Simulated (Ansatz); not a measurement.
A first, cheap relaxation of BrClGaH2N, SMILES `[NH2][Ga]([Cl])[Br]`.

```yaml
crystal:
  periodic: [false, false, false]
  atoms:
    - {symbol: N, position_ang: [-0.140100, 0.772500, -0.102400]}
    - {symbol: Ga, position_ang: [-0.311600, -0.619700, -0.024700]}
    - {symbol: Cl, position_ang: [1.532500, -1.328300, 0.807100]}
    - {symbol: Br, position_ang: [-0.994000, -1.712000, -0.708700]}
    - {symbol: H, position_ang: [-0.438500, 1.375800, 0.709300]}
    - {symbol: H, position_ang: [0.393800, 1.447700, -0.726900]}
basis:
  gaussian: {orbitals: def2-SVP}
hamiltonian: {xc: pbe, dispersion: d4}
relax: {f_tol: 0.03, max_steps: 200}
```

```sh
$ ansatz run in.yaml --threads 4 --pin off --events-out ev --progress --plain
```

It prints (some lines left out):

```
Functional definition: PBE
mean field -136403.61049401 eV, -5012.7402279670 hartree, gradient 6.1e-5 eV, S^2 0.000000; 0 other end points of the search recorded, 0 dependent functions left out
relax step   1: F+E_penalty+E_count = -136403.81087123 eV  Δ(F+E_penalty+E_count) = +0.000e0 eV  max|allowed force component| = 6.201e1 eV/Å  Δτ_max = 0.0000 Å  (27 SCF iters, accepted)
mean field -136418.77874477 eV, -5013.2976509008 hartree, gradient 1.0e-5 eV, S^2 0.000000; 0 other end points of the search recorded, 0 dependent functions left out
relax step   2: F+E_penalty+E_count = -136418.97452742 eV  Δ(F+E_penalty+E_count) = -1.516e1 eV  max|allowed force component| = 2.311e1 eV/Å  Δτ_max = 0.1948 Å  (32 SCF iters, accepted)
mean field -136424.98864432 eV, -5013.5258605003 hartree, gradient 1.2e-5 eV, S^2 0.000000; 0 other end points of the search recorded, 0 dependent functions left out
relax step   3: F+E_penalty+E_count = -136425.17223069 eV  Δ(F+E_penalty+E_count) = -6.198e0 eV  max|allowed force component| = 8.165e0 eV/Å  Δτ_max = 0.1989 Å  (33 SCF iters, accepted)
mean field -136427.03365124 eV, -5013.6010131183 hartree, gradient 1.6e-5 eV, S^2 0.000000; 0 other end points of the search recorded, 0 dependent functions left out
relax step   4: F+E_penalty+E_count = -136427.20441498 eV  Δ(F+E_penalty+E_count) = -2.032e0 eV  max|allowed force component| = 1.199e0 eV/Å  Δτ_max = 0.1946 Å  (33 SCF iters, accepted)
mean field -136427.26588800 eV, -5013.6095476620 hartree, gradient 1.7e-5 eV, S^2 0.000000; 0 other end points of the search recorded, 0 dependent functions left out
relax step   5: F+E_penalty+E_count = -136427.43172856 eV  Δ(F+E_penalty+E_count) = -2.273e-1 eV  max|allowed force component| = 5.715e-1 eV/Å  Δτ_max = 0.1948 Å  (34 SCF iters, accepted)
mean field -136427.27314000 eV, -5013.6098141680 hartree, gradient 1.8e-5 eV, S^2 0.000000; 0 other end points of the search recorded, 0 dependent functions left out
relax step   6: F+E_penalty+E_count = -136427.43754871 eV  Δ(F+E_penalty+E_count) = -5.820e-3 eV  max|allowed force component| = 6.409e-1 eV/Å  Δτ_max = 0.1345 Å  (35 SCF iters, accepted)
mean field -136427.29738355 eV, -5013.6107051021 hartree, gradient 2.1e-5 eV, S^2 0.000000; 0 other end points of the search recorded, 0 dependent functions left out
relax step   7: F+E_penalty+E_count = -136427.46184829 eV  Δ(F+E_penalty+E_count) = -2.430e-2 eV  max|allowed force component| = 1.895e-1 eV/Å  Δτ_max = 0.0571 Å  (28 SCF iters, accepted)
mean field -136427.31030543 eV, -5013.6111799725 hartree, gradient 1.2e-5 eV, S^2 0.000000; 0 other end points of the search recorded, 0 dependent functions left out
relax step   8: F+E_penalty+E_count = -136427.47450337 eV  Δ(F+E_penalty+E_count) = -1.266e-2 eV  max|allowed force component| = 2.761e-1 eV/Å  Δτ_max = 0.1061 Å  (29 SCF iters, accepted)
mean field -136427.30999134 eV, -5013.6111684296 hartree, gradient 2.2e-5 eV, S^2 0.000000; 0 other end points of the search recorded, 0 dependent functions left out
relax step   9: F+E_penalty+E_count = -136427.47420223 eV  Δ(F+E_penalty+E_count) = +3.011e-4 eV  max|allowed force component| = 1.315e0 eV/Å  Δτ_max = 0.1953 Å  (34 SCF iters, rejected (line search))
mean field -136427.33215665 eV, -5013.6119829896 hartree, gradient 1.0e-5 eV, S^2 0.000000; 0 other end points of the search recorded, 0 dependent functions left out
relax step  10: F+E_penalty+E_count = -136427.49659387 eV  Δ(F+E_penalty+E_count) = -2.209e-2 eV  max|allowed force component| = 2.849e-1 eV/Å  Δτ_max = 0.0977 Å  (29 SCF iters, accepted)
mean field -136427.35917653 eV, -5013.6129759520 hartree, gradient 1.0e-5 eV, S^2 0.000000; 0 other end points of the search recorded, 0 dependent functions left out
relax step  11: F+E_penalty+E_count = -136427.52389607 eV  Δ(F+E_penalty+E_count) = -2.730e-2 eV  max|allowed force component| = 4.141e-1 eV/Å  Δτ_max = 0.0974 Å  (29 SCF iters, accepted)
mean field -136427.40373375 eV, -5013.6146133998 hartree, gradient 1.9e-5 eV, S^2 0.000000; 0 other end points of the search recorded, 0 dependent functions left out
relax step  12: F+E_penalty+E_count = -136427.56860478 eV  Δ(F+E_penalty+E_count) = -4.471e-2 eV  max|allowed force component| = 5.795e-1 eV/Å  Δτ_max = 0.1464 Å  (27 SCF iters, accepted)
mean field -136427.46567495 eV, -5013.6168896967 hartree, gradient 8.1e-6 eV, S^2 0.000000; 0 other end points of the search recorded, 0 dependent functions left out
relax step  13: F+E_penalty+E_count = -136427.63125367 eV  Δ(F+E_penalty+E_count) = -6.265e-2 eV  max|allowed force component| = 4.142e-1 eV/Å  Δτ_max = 0.2000 Å  (28 SCF iters, accepted)
mean field -136427.54525800 eV, -5013.6198143202 hartree, gradient 1.8e-5 eV, S^2 0.000000; 0 other end points of the search recorded, 0 dependent functions left out
relax step  14: F+E_penalty+E_count = -136427.71087220 eV  Δ(F+E_penalty+E_count) = -7.962e-2 eV  max|allowed force component| = 4.388e-1 eV/Å  Δτ_max = 0.2000 Å  (34 SCF iters, accepted)
mean field -136427.55053434 eV, -5013.6200082219 hartree, gradient 2.6e-5 eV, S^2 0.000000; 0 other end points of the search recorded, 0 dependent functions left out
relax step  15: F+E_penalty+E_count = -136427.71609821 eV  Δ(F+E_penalty+E_count) = -5.226e-3 eV  max|allowed force component| = 1.348e0 eV/Å  Δτ_max = 0.1932 Å  (27 SCF iters, accepted)
mean field -136427.57073208 eV, -5013.6207504751 hartree, gradient 1.5e-5 eV, S^2 0.000000; 0 other end points of the search recorded, 0 dependent functions left out
relax step  16: F+E_penalty+E_count = -136427.73633981 eV  Δ(F+E_penalty+E_count) = -2.024e-2 eV  max|allowed force component| = 6.508e-1 eV/Å  Δτ_max = 0.1999 Å  (33 SCF iters, accepted)
mean field -136427.57459487 eV, -5013.6208924300 hartree, gradient 1.4e-5 eV, S^2 0.000000; 0 other end points of the search recorded, 0 dependent functions left out
relax step  17: F+E_penalty+E_count = -136427.74022889 eV  Δ(F+E_penalty+E_count) = -3.889e-3 eV  max|allowed force component| = 5.520e-1 eV/Å  Δτ_max = 0.0047 Å  (29 SCF iters, accepted)
mean field -136427.58708887 eV, -5013.6213515761 hartree, gradient 1.3e-5 eV, S^2 0.000000; 0 other end points of the search recorded, 0 dependent functions left out
relax step  18: F+E_penalty+E_count = -136427.75396113 eV  Δ(F+E_penalty+E_count) = -1.373e-2 eV  max|allowed force component| = 5.248e-1 eV/Å  Δτ_max = 0.0813 Å  (28 SCF iters, accepted)
mean field -136427.59363304 eV, -5013.6215920699 hartree, gradient 1.4e-5 eV, S^2 0.000000; 0 other end points of the search recorded, 0 dependent functions left out
relax step  19: F+E_penalty+E_count = -136427.75974912 eV  Δ(F+E_penalty+E_count) = -5.788e-3 eV  max|allowed force component| = 1.776e-1 eV/Å  Δτ_max = 0.0324 Å  (29 SCF iters, accepted)
mean field -136427.59431119 eV, -5013.6216169913 hartree, gradient 1.5e-5 eV, S^2 0.000000; 0 other end points of the search recorded, 0 dependent functions left out
relax step  20: F+E_penalty+E_count = -136427.76049108 eV  Δ(F+E_penalty+E_count) = -7.420e-4 eV  max|allowed force component| = 5.416e-2 eV/Å  Δτ_max = 0.0344 Å  (28 SCF iters, accepted)
mean field -136427.59439569 eV, -5013.6216200967 hartree, gradient 1.4e-5 eV, S^2 0.000000; 0 other end points of the search recorded, 0 dependent functions left out
relax step  21: F+E_penalty+E_count = -136427.76059940 eV  Δ(F+E_penalty+E_count) = -1.083e-4 eV  max|allowed force component| = 3.617e-2 eV/Å  Δτ_max = 0.0079 Å  (29 SCF iters, accepted)
mean field -136427.59445709 eV, -5013.6216223531 hartree, gradient 1.4e-5 eV, S^2 0.000000; 0 other end points of the search recorded, 0 dependent functions left out
relax step  22: F+E_penalty+E_count = -136427.76065964 eV  Δ(F+E_penalty+E_count) = -6.024e-5 eV  max|allowed force component| = 3.331e-3 eV/Å  Δτ_max = 0.0039 Å  (30 SCF iters, accepted)
mean field -136427.59445709 eV, -5013.6216223532 hartree, gradient 1.4e-5 eV, S^2 0.000000; 1 other end points of the search recorded, 0 dependent functions left out
Total energy: -136427.76069534 eV, -5013.6277314961 hartree
Atom 0 at    -0.069754     1.082048    -0.120792 Å, force     0.001979    -0.001238    -0.001887 eV/Å
Atom 1 at     0.099754    -0.714666     0.004327 Å, force     0.000171    -0.001832    -0.000303 eV/Å
Atom 2 at     2.009033    -1.566428     0.518723 Å, force     0.000167     0.000268     0.000125 eV/Å
Atom 3 at    -1.650479    -2.096926    -0.513716 Å, force    -0.000419    -0.000141     0.000292 eV/Å
Atom 4 at    -0.987054     1.524274    -0.197925 Å, force    -0.003331     0.001571    -0.000058 eV/Å
Atom 5 at     0.640600     1.707698     0.263083 Å, force     0.001432     0.001372     0.001830 eV/Å
Dipole moment:    -0.124281     0.546322     0.078030 e Å
```

It took 19 s on 4 threads of a server CPU on a shared host, with 0.19 GiB of host memory at the peak.
